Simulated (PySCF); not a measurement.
Gas-phase equilibrium of 1 mol AsH₃, 3.7 mol H₂ at 1000 K and 1.01 bar, among 7 species (As, AsH₃, As₂, H, H₂, As₄, AsH₂). Only gases are allowed; each row takes one source of thermochemistry for all species, and Cantera finds the minimum.

Energies from PySCF, thermal terms from the rigid-rotor harmonic-oscillator model, ideal gas at 1 bar. † marks an energy on the PBE0/def2-TZVP geometry and frequencies; other levels use their own. CCSD(T) freezes the core. 6-31G* has spherical d functions here. Open shells (unrestricted) among the columns below: As (multiplicity 4), AsH₂ (multiplicity 2); the rest are closed-shell singlets. As: all electrons, no relativistic terms. AsH₂: computed as isolated molecules; such fragments, hydroxides, amides, oligomers or adducts are transient or little studied in the gas. CCSD(T) isn't extrapolated to the basis-set limit. The harmonic model lacks anharmonicity and excited electronic states, which grow with temperature; levels with a mode under 35 cm⁻¹ are left out.

Molecules larger than those listed are left out.

With CCSD(T)/def2-TZVPP† thermochemistry: H₂ 0.95, As 2.1e-8, As₄ 0.045, As₂ 0.0018, AsH₂ 1.2e-6.

Question: How far does the composition move with the other sources (HF/6-31G*, M06-2X/def2-TZVP†, PBE/def2-TZVP†, LDA/def2-TZVP†, ωB97X-V/def2-TZVP†)?

Answer: 
| thermochemistry | x H₂ | x As | x As₄ | x As₂ | x AsH₂ |
|---|---|---|---|---|---|
| CCSD(T)/def2-TZVPP† | 0.95 | 2.1e-8 | 0.045 | 0.0018 | 1.2e-6 |
| HF/6-31G* | 0.84 | 0.16 | 6.9e-11 | 1.9e-6 | 0.00023 |
| M06-2X/def2-TZVP† | 0.95 | 9.9e-9 | 0.046 | 2.5e-5 | 8.3e-7 |
| PBE/def2-TZVP† | 0.95 | 1.8e-10 | 0.046 | 0.00017 | 4.1e-7 |
| LDA/def2-TZVP† | 0.95 | <1e-12 | 0.046 | 6.2e-6 | 1.2e-7 |
| ωB97X-V/def2-TZVP† | 0.95 | 6.3e-10 | 0.046 | 0.00011 | 3.5e-6 |
The most sensitive of these is As: it spans a factor of 10^11.2 over these rows; at this temperature one factor of ten is RT ln 10 = 19 kJ/mol.
